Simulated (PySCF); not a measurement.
This PySCF input asks for the NMR shieldings of SMILES C=CB(C)CB(Cl)Cl, C$_{4}$H$_{8}$B$_{2}$Cl$_{2}$; the geometry comes from GFN2-xTB.

```python
import basis_set_exchange as bse
import numpy as np
from pyscf import gto, dft
from pyscf.prop import nmr

atoms = """
C     2.125118   -1.409327   -0.255692
C     0.822093   -1.160736   -0.381939
B     0.144813    0.213077   -0.143865
C     0.820170    1.383586    0.660114
C    -1.320329    0.441190   -0.749578
B    -2.370654   -0.111456    0.281341
Cl   -2.979183    0.886065    1.550556
Cl   -2.894790   -1.753355    0.237661
H     2.556927   -2.377364   -0.458321
H     2.820834   -0.639675    0.038418
H     0.194866   -1.986536   -0.704383
H     0.101198    1.911753    1.283407
H     1.647945    1.072483    1.291535
H     1.211603    2.125660   -0.036616
H    -1.404196   -0.089499   -1.697312
H    -1.484015    1.503078   -0.926736
"""
names = dict.fromkeys(["C", "B", "Cl", "H"], "pcSseg-1")
basis = {el: gto.basis.parse(bse.get_basis(n, elements=[el], fmt="nwchem")) for el, n in names.items()}
mol = gto.M(atom=atoms, basis=basis, charge=0, verbose=0)
mf = dft.RKS(mol, xc="PBE0")
mf.grids.level = 2
mf.grids.alignment = dft.numint.BLKSIZE   # the property module wants whole blocks of grid points
mf.conv_tol = 1e-9
mf.kernel()

calc = nmr.RKS(mf)   # GIAO
C = mf.mo_coeff
Co = C[:, mf.mo_occ > 0]
resp = mf.gen_response(singlet=True, hermi=2)
def vind(x):   # induced exchange potential for any number of trial vectors
    d = np.einsum("pi,xij,qj->xpq", C, 2 * x.reshape(-1, C.shape[1], Co.shape[1]), Co, optimize=True)
    return np.einsum("xpq,pi,qj->xij", resp(d - d.transpose(0, 2, 1)), C, Co, optimize=True).ravel()
mo1, _ = nmr.rhf.solve_mo1(calc, with_cphf=vind)
sigma = calc.kernel(mo1)
for i, s in enumerate(sigma):   # ppm
    w = np.linalg.eigvalsh((s + s.T) / 2)
    print("%2d %-2s iso %8.1f  s11 %8.1f  s22 %8.1f  s33 %8.1f" % (i, mol.atom_pure_symbol(i), w.mean(), *w))
```

Q: What does it print?

A: 
```
 0 C  iso     38.4  s11    -82.2  s22     31.0  s33    166.5
 1 C  iso     34.9  s11    -88.9  s22     23.3  s33    170.3
 2 B  iso     26.0  s11    -33.5  s22     -3.2  s33    114.8
 3 C  iso    176.8  s11    155.7  s22    185.2  s33    189.5
 4 C  iso    137.9  s11     83.3  s22    151.9  s33    178.4
 5 B  iso     40.3  s11     -4.8  s22     39.1  s33     86.6
 6 Cl iso    665.2  s11    382.3  s22    739.4  s33    873.8
 7 Cl iso    665.3  s11    383.5  s22    739.5  s33    872.9
 8 H  iso     25.0  s11     22.1  s22     24.5  s33     28.4
 9 H  iso     25.1  s11     21.5  s22     24.5  s33     29.3
10 H  iso     24.3  s11     19.7  s22     23.5  s33     29.9
11 H  iso     30.4  s11     25.8  s22     30.2  s33     35.1
12 H  iso     30.5  s11     26.3  s22     29.2  s33     36.2
13 H  iso     31.1  s11     26.7  s22     29.1  s33     37.4
14 H  iso     29.2  s11     26.8  s22     28.2  s33     32.8
15 H  iso     29.2  s11     27.1  s22     28.2  s33     32.4
```

These numbers come from an equivalent density-fitted implementation of the same equations, which agrees with the script to about 0.01 ppm for H and up to a few tenths of a ppm for heavy atoms, so last digits may differ.

Size and cost of the density-fitted run: 190 basis functions, 40 s wall time on 1 thread of an Intel Xeon Platinum 8259CL, shared host; peak memory 0.84 GiB.
